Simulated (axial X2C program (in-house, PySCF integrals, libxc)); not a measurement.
Curves of PmN⁺ from open-shell CI on f3 s0 d(πδ)0

Computed with an in-house all-electron X2C program for linear molecules (integrals from PySCF): two-component X2C with atomic mean-field Coulomb and Gaunt terms, basis Pm dyall-v3z, N dyall-v3z (cores contracted in-house). Orbitals come from Hartree–Fock averaged over the configuration Pm f3 s0 d(πδ)0; CI then distributes these electrons over the f, s, d(πδ) shells of Pm.

Scan along the bond; masses Pm 144.913 u, N 14.003 u. Energies in cm⁻¹ from the lowest point; levels are followed by energy order within each Ω. Lowest level at 1.609 Å: 100% f3.

```
R (Å)  (1)Ω=9/2  (1)Ω=11/2  (1)Ω=5/2  (1)Ω=3/2  (1)Ω=7/2  (1)Ω=1/2  (1)Ω=13/2  (2)Ω=7/2  (2)Ω=9/2
1.496      4398       6640      8376      8403      8924      9275       8775     10584     10867
1.553       926       3186      4705      4751      5171      5545       5340      6914      7119
1.609         0       2273      3577      3643      3959      4368       4444      5778      5912
1.673      1206       3491      4557      4646      4838      5295       5677      6744      6800
1.738      4262       6562      7391      7500      7563      8076       8761      9558      9538
1.810      9192      11508     12076     12209     12123     12706      13719     14221     14117
1.899     16802      19145     19363     19536     19217     19942      21348     21473     21263
```

Problem. Fit the curves (1)Ω=9/2, (1)Ω=11/2, (1)Ω=5/2, (1)Ω=3/2, (1)Ω=7/2, (1)Ω=1/2, (1)Ω=13/2, (2)Ω=7/2, (2)Ω=9/2 near their minima.

Solution. From the open-shell CI curves, Te from the lowest:

```
    level  Te (cm⁻¹)  Re (Å)  ωe (cm⁻¹)
 (1)Ω=9/2          0   1.606     1260.0
(1)Ω=11/2       2272   1.606     1260.4
 (1)Ω=5/2       3576   1.612     1243.1
 (1)Ω=3/2       3644   1.612     1244.7
 (1)Ω=7/2       3951   1.615     1233.5
 (1)Ω=1/2       4364   1.614     1239.9
(1)Ω=13/2       4442   1.605     1260.6
 (2)Ω=7/2       5777   1.613     1240.1
 (2)Ω=9/2       5906   1.615     1234.8
```

Without dynamic correlation distances can be off by several hundredths of an Å (long for ionic bonds, short for multiple bonds) and the wavenumbers are rough.

The 9 lowest curves are shown; the next is (2)Ω=5/2, from 6058 cm⁻¹.

Dynamic correlation is missing, so gaps between terms are too wide and other configurations may lie lower; the lowest level listed is that of this model, not necessarily the ground state. At most 4 roots were kept for each Ω > 0 (twice that for Ω = 0) within 2.2 eV of the lowest, so higher up levels can be missing between those listed; levels with Ω > 0 are doubly degenerate and listed once, Ω = 0 levels singly. Some active spinors are only partly of the character that their shell is named for, so the shell names and counts are nominal. States that fill the shells left empty in the average are placed too high.
